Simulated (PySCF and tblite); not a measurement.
C₇H₈FN, numbered as in [NH2:1][CH2:2][c:3]1[cH:4][cH:5][cH:6][cH:7][c:8]1[F:9]. Geometries PBE0-D3(BJ)/def2-SVP; weights from PBE0-D3(BJ)/def2-SVPD (IEF-PCM, chloroform) energies and GFN2-xTB thermal corrections, with symmetry numbers and mirror pairs. Conformers within 3 kcal/mol (GFN2-xTB free energy) were kept, 8 at most. GIAO shieldings: PBE0/pcSseg-1 (IEF-PCM, chloroform). Shifts are against TMS (¹H), TMS (¹³C), CFCl3 (¹⁹F), NH3 (¹⁵N) at the same level. (PySCF 2.14, tblite 0.8.)

Torsions listed: H1–N1–C2–C3, N1–C2–C3–C4. Of a mirror pair one member is shown.

```csv
conformer,shape,point group,mirror pair,ΔE(DFT),Δ(G−E) at 340 K,δ H4 (ppm)
1,"-62°, -114°",C1,yes,0.00,0.00,7.41
2,"170°, -18°",C1,yes,0.43,-0.11,8.36
3,"-65°, 102°",C1,yes,1.21,-0.20,7.47
```

Energies in kcal/mol; the thermal term leaves out symmetry numbers and mirror images.

Work out the weights at 340 K and the ¹H shift of H4 under fast exchange.

RT = 0.676 kcal/mol. Each conformer gets RT ln(σ/g), with σ the rotational symmetry number and g = 2 for a mirror pair: 1: σ = 1, g = 2, G = 0.00 + 0.00 − 0.47 = -0.47, 0.00 above the lowest, exp(−ΔG/RT) = 1.000; 2: σ = 1, g = 2, G = 0.43 − 0.11 − 0.47 = -0.14, 0.32 above the lowest, exp(−ΔG/RT) = 0.618; 3: σ = 1, g = 2, G = 1.21 − 0.20 − 0.47 = 0.54, 1.01 above the lowest, exp(−ΔG/RT) = 0.225. The sum is 1.844, so the weights are 54.2, 33.6, 12.2 %. The averaged shift is 7.74 ppm. At 298.15 K it is 7.73 ppm. At 298.15 K the leading conformer alone gives 7.41 ppm and bare DFT energies give 7.70 ppm.


¹⁵N shifts are against a computed isolated NH3 molecule, about 20 ppm from the liquid.